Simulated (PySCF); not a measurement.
Molfile (atoms numbered from 1):
```
C6H12Si
     RDKit          3D

 19 18  0  0  0  0  0  0  0  0999 V2000
   -1.6873    1.5986    0.4589 C   0  0  0  0  0  0  0  0  0  0  0  0
   -2.2650    0.4514   -0.3597 C   0  0  0  0  0  0  0  0  0  0  0  0
   -1.3672    0.1008   -1.5522 C   0  0  0  0  0  0  0  0  0  0  0  0
   -0.0795   -0.3994   -1.1073 C   0  0  0  0  0  0  0  0  0  0  0  0
    0.9695   -0.8124   -0.6983 C   0  0  0  0  0  0  0  0  0  0  0  0
    2.2304   -1.2998   -0.1901 C   0  0  0  0  0  0  0  0  0  0  0  0
    2.5006   -0.7490    1.6199 Si  0  0  0  0  0  4  0  0  0  0  0  0
   -0.6867    1.3444    0.8025 H   0  0  0  0  0  0  0  0  0  0  0  0
   -1.6247    2.5039   -0.1421 H   0  0  0  0  0  0  0  0  0  0  0  0
   -2.3113    1.8054    1.3254 H   0  0  0  0  0  0  0  0  0  0  0  0
   -2.3726   -0.4309    0.2754 H   0  0  0  0  0  0  0  0  0  0  0  0
   -3.2563    0.7248   -0.7289 H   0  0  0  0  0  0  0  0  0  0  0  0
   -1.2128    0.9908   -2.1704 H   0  0  0  0  0  0  0  0  0  0  0  0
   -1.8542   -0.6608   -2.1693 H   0  0  0  0  0  0  0  0  0  0  0  0
    2.2449   -2.3908   -0.2582 H   0  0  0  0  0  0  0  0  0  0  0  0
    3.0406   -0.9245   -0.8209 H   0  0  0  0  0  0  0  0  0  0  0  0
    1.4227   -1.2752    2.4583 H   0  0  0  0  0  0  0  0  0  0  0  0
    2.5074    0.7134    1.6801 H   0  0  0  0  0  0  0  0  0  0  0  0
    3.7916   -1.2814    2.0640 H   0  0  0  0  0  0  0  0  0  0  0  0
  1  2  1  0
  2  3  1  0
  3  4  1  0
  4  5  3  0
  5  6  1  0
  6  7  1  0
  1  8  1  0
  1  9  1  0
  1 10  1  0
  2 11  1  0
  2 12  1  0
  3 13  1  0
  3 14  1  0
  6 15  1  0
  6 16  1  0
  7 17  1  0
  7 18  1  0
  7 19  1  0
M  END
```

- PBE0/pcSseg-1 with gauge-including orbitals
- coordinates at the GFN2-xTB level
- code: PySCF
- isolated molecule, one averaged value for each set of equivalent atoms, non-relativistic Hamiltonian, one computed conformer

Referencing at the same level of theory: 13C (σ = 186.93 ppm), 1H (σ = 31.72 ppm), 29Si (σ = 349.16 ppm) against TMS.

```
      atoms  nucleus  count  δ (ppm)
         C3      13C      1     23.4
    H11/H12       1H      2     1.45
         C4      13C      1     86.3
    H13/H14       1H      2     2.28
H17/H18/H19       1H      3     3.98
  H8/H9/H10       1H      3     1.17
         C1      13C      1        ?
         C6      13C      1        ?
        Si7     29Si      1        ?
    H15/H16       1H      2        ?
         C2      13C      1     26.8
         C5      13C      1     84.5
```

Q: Fill in the missing shifts.

A: 
- C1: 15.3 ppm, methyl carbon; aliphatic region, no heteroatom directly attached
- C6: 0.1 ppm, propargylic sp3 CH2 bonded to Si; an electropositive neighbour leaves it electron-rich and shielded
- H15/H16: 1.83 ppm, hydrogen on a propargylic sp3 CH2 bonded to Si
- Si7: -69.5 ppm, silicon bonded to C, 3 H

Shifts are as computed. Against solution values, carbons near 30 ppm lie about +3 ppm off and those near 130 ppm about +5 ppm. Of 1211 compounds with measured shifts, 218 miss one by over three times the rms of a fit or turn the order of signals round; such compounds aren't used in these exercises.
